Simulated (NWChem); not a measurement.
System meant: C₃H₈Si; SMILES [SiH3]C(=C)C

The following NWChem deck was run.

```
start job
memory heap 200 mb stack 700 mb global 900 mb
geometry units angstroms noautosym nocenter noautoz
  C      1.297899     1.114984     0.000000
  C      0.096601     0.519239     0.000000
  C     -1.185707     1.303023     0.000000
  Si    -0.007181    -1.359380     0.000000
  H      2.232122     0.544675     0.000000
  H      1.394543     2.208356     0.000000
  H     -1.801442     1.061840     0.883023
  H     -1.000646     2.388530     0.000000
  H     -1.801442     1.061840    -0.883023
  H      1.366323    -1.946893     0.000000
  H     -0.752312    -1.845770    -1.204887
  H     -0.752312    -1.845770     1.204887
end
basis spherical
  * library 6-31g*
end
dft
  xc m06-l
  iterations 150
end
property
  shielding 10 1 2 3 4 5 6 7 8 10 11
end
task dft property
```

End of the output:

```
 Vector   23  Occ=0.000000D+00  E= 5.932099D-02
              MO Center= -2.7D-01, -9.0D-01,  9.0D-10, r^2= 4.6D+00
   Bfn.  Coefficient  Atom+Function         Bfn.  Coefficient  Atom+Function
  ----- ------------  ---------------      ----- ------------  ---------------
    53      1.176516   4 Si px               72     -1.039018  10 H  s
    74      0.513094  11 H  s                76      0.513094  12 H  s
    68     -0.496588   8 H  s                34      0.473029   3 C  s
    49      0.441429   4 Si px                6     -0.318302   1 C  s
    36      0.170062   3 C  py                7      0.166749   1 C  px

 center of mass
 --------------
 x =   0.03097244 y =  -0.03002988 z =   0.00000000

 moments of inertia (a.u.)
 ------------------
         423.635820192062           7.491967096565           0.000000000000
           7.491967096565         211.518244286158           0.000000000000
           0.000000000000           0.000000000000         603.029574841766

     Multipole analysis of the density
     ---------------------------------

     L   x y z        total         alpha         beta         nuclear
     -   - - -        -----         -----         ----         -------
     0   0 0 0     -0.000000    -20.000000    -20.000000     40.000000

     1   1 0 0     -0.073632     -0.071831     -0.071831      0.070029
     1   0 1 0      0.281765     -0.066008     -0.066008      0.413782
     1   0 0 1     -0.000000     -0.000000     -0.000000      0.000000

     2   2 0 0    -24.758102    -76.688478    -76.688478    128.618855
     2   1 1 0     -0.199260      3.387173      3.387173     -6.973607
     2   1 0 1      0.000000      0.000000      0.000000      0.000000
     2   0 2 0    -25.417471   -135.682830   -135.682830    245.948189
     2   0 1 1      0.000000      0.000000      0.000000      0.000000
     2   0 0 2    -26.614428    -21.275981    -21.275981     15.937534

          -----------------------------------------
          Chemical Shielding Tensors (GIAO, in ppm)
          -----------------------------------------

 ------------------------------------------------------------------------
  xm06: d2 not coded                    0
 ------------------------------------------------------------------------
 ------------------------------------------------------------------------
  current input line :
    27: task dft property
 ------------------------------------------------------------------------
 ------------------------------------------------------------------------
 This error has not yet been assigned to a category
 ------------------------------------------------------------------------
 For more information see the NWChem manual at https://nwchemgit.github.io

0: xm06: d2 not coded:Received an Error in Communication
```

Q: Find the fault in this run and fix the input.

A: The run crashed. Cause: this functional's second derivatives, which shieldings need, aren't coded here; the fix takes a hybrid GGA instead. This input runs:
```
start job
memory heap 200 mb stack 700 mb global 900 mb
geometry units angstroms noautosym nocenter noautoz
  C      1.297899     1.114984     0.000000
  C      0.096601     0.519239     0.000000
  C     -1.185707     1.303023     0.000000
  Si    -0.007181    -1.359380     0.000000
  H      2.232122     0.544675     0.000000
  H      1.394543     2.208356     0.000000
  H     -1.801442     1.061840     0.883023
  H     -1.000646     2.388530     0.000000
  H     -1.801442     1.061840    -0.883023
  H      1.366323    -1.946893     0.000000
  H     -0.752312    -1.845770    -1.204887
  H     -0.752312    -1.845770     1.204887
end
basis spherical
  * library 6-31g*
end
dft
  xc pbe0
  iterations 150
end
property
  shielding 10 1 2 3 4 5 6 7 8 10 11
end
task dft property
```
It converges to -408.29764 Ha (PBE0/6-31G* (spherical d), GIAO).
